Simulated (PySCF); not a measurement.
Gas-phase reaction: 3 SnHCl + 2 Cl ⇌ SnH3Cl + 2 SnCl2, at 1000 K and a standard pressure of 1 bar. Level: ωB97X-V/def2-TZVP†.

Computed with PySCF and rigid-rotor harmonic-oscillator thermochemistry at 1 bar. † marks an energy on the PBE0/def2-TZVP geometry and frequencies. Open shells (unrestricted): Cl (multiplicity 2, electronic degeneracy 6); the rest are closed-shell singlets. Spin-orbit splitting is ignored; it lowers the true energy and changes the entropy of Cl. Sn: scalar-relativistic def2 core potential, no spin-orbit coupling. SnHCl, SnH3Cl: computed as isolated molecules; such fragments, hydroxides, amides, oligomers or adducts are transient or little studied in the gas. The harmonic model lacks anharmonicity and excited electronic states, which grow with temperature; levels with a mode under 35 cm⁻¹ are left out. Soft modes under 120 cm⁻¹ make the harmonic entropy rough for SnCl2.

| species | E (Ha) | H(1000 K) − E (kJ/mol) | S°(1000 K) (J/mol/K) |
|---|---|---|---|
| SnHCl | -675.05724 | 62.7 | 333.9 |
| Cl | -460.07935 | 20.8 | 193.4 |
| SnH3Cl | -676.25100 | 125.9 | 370.3 |
| SnCl2 | -1134.68463 | 58.6 | 374.6 |
E: electronic energy; H − E holds the zero-point and thermal terms. 1 Ha = 2625.5 kJ/mol.

Work out ΔH°, ΔS°, ΔG° and log10 K from these numbers.

1. ΔE = 1×(-676.25100) + 2×(-1134.68463) − 3×(-675.05724) − 2×(-460.07935) = -0.28984 Ha = -761.0 kJ.
2. Δ(H − E) = 1×(125.9) + 2×(58.6) − 3×(62.7) − 2×(20.8) = 13.4 kJ, so ΔH° = -747.6 kJ.
3. ΔS° = 1×(370.3) + 2×(374.6) − 3×(333.9) − 2×(193.4) = -269.0 J/K; the number of gas molecules changes by -2.
4. ΔG° = ΔH° − TΔS° = -747.6 − 1000×(-269.0)/1000 = -478.6 kJ.
5. log10 K = −ΔG°/(RT ln 10) = 25.01, with RT ln 10 = 19.14 kJ/mol; at standard pressures the products are favoured.
6. A shift of 10 kJ in ΔE would move log10 K by 0.52 here.
For scale, ΔH°(298 K) is -749 kJ at this level, -746 kJ at ωB97M-V/def2-TZVP†, and runs from -857 to -571 kJ over the 18 levels computed.
